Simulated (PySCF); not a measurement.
# How methods differ on the ionisation energy of Sb⁴⁵⁺

Sb⁴⁵⁺ [He] 2s2 2p2 (3P) → Sb⁴⁶⁺ [He] 2s2 2p1 (2P), as a difference of total energies. Calculation: PySCF 2.14, in an uncontracted even-tempered set (19 s from 21 bohr⁻², ratio 2.2; 12 p from 27 bohr⁻², ratio 2.2; 6 d from 100 bohr⁻², ratio 2.4; 5 f from 150 bohr⁻², ratio 2.4; 4 g from 230 bohr⁻², ratio 2.4); the spin-free X2C one-electron Hamiltonian (Gaussian nucleus). Correlated levels: nothing frozen; virtual orbitals above 40 to 60 times the deepest correlated orbital energy dropped. The calculations carry no spin-orbit coupling.

```tsv
method	ionisation energy (eV)
UHF	7732.0
LDA	7727.2
PBE	7730.5
PBE0	7731.1
r2SCAN	7734.6
BLYP	7731.9
PBEsol	7728.2
MP2 (all electrons)	7731.6
SCS-MP2 (all electrons)	7731.2
```

Spin-orbit coupling is strong in these open shells (close to jj coupling). The scalar numbers leave it out and a first-order estimate fails, so it can dominate the gap to the real levels.

For this ion Breit and QED terms and the two-electron picture change, all absent here, outweigh the differences among the correlated methods.

For comparison: 7887 ± 4 eV (theoretical estimate listed by NIST; NIST Atomic Spectra Database, ionization energies).
